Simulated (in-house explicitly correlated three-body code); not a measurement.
Values are calculated unless marked as measured or tabulated.
Two electrons around a charge Z: the exact Kohn-Sham energy parts

The exact non-relativistic ground state comes from a variational code in 260 exponentially correlated functions, the Kohn-Sham parts from inverting its density (past Z = 6 the correlation energy is taken as exact minus Hartree-Fock, equal to within microhartrees), and self-consistent runs (Hartree-Fock is restricted) from a B-spline radial code. Z may be fractional; the second electron is bound down to Z = 0.911.

E_c tends to a constant and T_c to −E_c as Z grows.

| Z | E (Eh) | E_x (Eh) | E_c (mEh) | T_c (mEh) | −T_c/E_c | binding (eV) |
| --- | --- | --- | --- | --- | --- | --- |
| 2.28 | -3.927541 | -1.20019 | -42.60 | 37.80 | 0.887 | 36.15 |
| 2.6 | -5.289529 | -1.40067 | -43.06 | 38.83 | 0.902 | 51.96 |
| 3.2 | -8.395074 | -1.77621 | -43.70 | 40.24 | 0.921 | 89.12 |
| 3.88 | ? | ? | ? | ? | ? | ? |
| 5.1 | -22.978504 | -2.96445 | -44.78 | 42.57 | 0.951 | 271.4 |
| 5.8 | -30.171199 | -3.40209 | -45.00 | 43.06 | 0.957 | 363.3 |
| 7.5 | ? | ? | ? | ? | ? | ? |
| 8.8 | -72.096691 | -5.27741 | -45.56 | 44.27 | 0.972 | 908.2 |

(1) What belongs in the row Z = 3.88?

(2) What belongs in the row Z = 7.5?

(3) Where is correlation strongest relative to exchange?

Answers

(1) E (Eh): -12.784904; E_x (Eh): -2.20158; E_c (mEh): -44.20; T_c (mEh): 41.33; −T_c/E_c: 0.935; binding (eV): 143.1.

(2) E (Eh): -51.719025; E_x (Eh): -4.46481; E_c (mEh): -45.37; T_c (mEh): 43.86; −T_c/E_c: 0.967; binding (eV): 642.

(3) E_c/E_x falls from 0.035 at Z = 2.28 to 0.0086 at Z = 8.8, since exchange grows as Z while correlation stays near −0.045 hartree.
